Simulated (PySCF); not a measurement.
Working out the ionisation energy of Ge¹⁵⁺

Ge¹⁵⁺ [Ne] 3s2 3p5 (2P) → Ge¹⁶⁺ [Ne] 3s2 3p4 (3P). Computed with PySCF 2.14 in an uncontracted even-tempered set (19 s from 1.1 bohr⁻², ratio 2.5; 12 p from 1.4 bohr⁻², ratio 2.5; 5 d from 8.6 bohr⁻², ratio 2.7; 4 f from 13 bohr⁻², ratio 2.7), with scalar relativity by spin-free X2C-1e. Frozen: 1s2; the 22 highest virtual orbitals dropped. Energies in hartree (1 hartree = 27.21139 eV):

```csv
part,Ge¹⁵⁺ (lower),Ge¹⁶⁺ (upper)
UHF,-1987.136607,-1966.289639
CCSD correlation,-0.578050,-0.545555
(T),-0.002726,-0.002624
```

Task: What does Hartree-Fock give?

Result: (-1966.289639) − (-1987.136607) = 20.846968 hartree = 567.275 eV.

Task: What do CCSD and CCSD(T) give?

Result: The CCSD correlation energies differ by 0.032495 hartree = 0.884 eV and the triples by 0.000102 hartree = 0.003 eV, so CCSD gives 568.159 eV and CCSD(T) 568.162 eV.

Reference: 567.3 ± 0.5 eV (semi-empirical (NIST evaluation); NIST Atomic Spectra Database, ionization energies), between the lowest levels; spin-orbit coupling is absent from the calculation.

What remains against the reference includes basis incompleteness, the frozen core and higher excitations.
